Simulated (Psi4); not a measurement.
FIn, charge +1, doublet, geometry from GFN2-xTB (such geometries of metal compounds can be far from the true shape) (a state made from the parent by changing its charge; the spin is typed, not shown lowest) (core potentials on In).

Input for Psi4:
```
memory 2 GB

molecule {
1 2
  In   -0.00000000   -0.00000000   -0.35495561
  F     0.00000000    0.00000000    1.93253608
}

set basis def2-svp
set reference uks

energy('b3lyp')
print_variables()
```

**Question.** Give the <S^2> at the level B3LYP/def2-SVP (Psi4).

**Answer.** 0.762

**Question.** What is the computed number of basis functions (B3LYP/def2-SVP)?

**Answer.** 40

**Question.** What nuclear repulsion energy does B3LYP/def2-SVP give?

**Answer.** 43.7223 Eh

**Question.** Estimate the total energy that B3LYP/def2-SVP returns for this input.

**Answer.** -289.6380 Eh

These values belong to the state on which the SCF converged, which isn't shown to be the lowest.
